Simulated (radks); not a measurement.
The numbers below are computed, except where a source is named.
Q: These are the eigenvalues of the occupied orbitals of an atom or ion with whole-number occupations (hartree). Code: a radial shooting solver on a logarithmic mesh with Libxc functionals. Model: Dirac Kohn-Sham, exchange-only PBE, spin-unpolarised, spherical densities, point nucleus.

| orbital | eigenvalue |
|---|---|
| 1s1/2 | -1713.921 |
| 2s1/2 | -280.0030 |
| 2p1/2 | -265.3958 |
| 2p3/2 | -243.2373 |
| 3s1/2 | -61.39176 |
| 3p1/2 | -55.10983 |
| 3p3/2 | -50.62332 |
| 3d3/2 | -39.73604 |
| 3d5/2 | -38.76147 |
| 4s1/2 | -12.26098 |
| 4p1/2 | -9.85405 |
| 4p3/2 | -8.87002 |
| 4d3/2 | -4.91156 |
| 4d5/2 | -4.73588 |
| 5s1/2 | -1.65401 |
| 5p1/2 | -1.00100 |
| 5p3/2 | -0.86619 |
| 4f5/2 | -0.17721 |
| 6s1/2 | -0.12386 |
| 5d3/2 | -0.07833 |

Which element is it, and in what charge state? The configuration may be excited. Open shells, if any, fill j = l - 1/2 first.

A: Z = 62, samarium, charge 0: Sm in [Kr] 4d10 4f6 5s1 5p6 6s2 5d1. The list shows which subshells hold electrons but not how many an open one holds; the 1s level, -1713.9 hartree, gives Z - s = 58.5 by -(Z - s)^2/2, which with screening and relativity narrows Z to a few neighbours, and the depths of the outer levels then fix element, charge and occupations together.
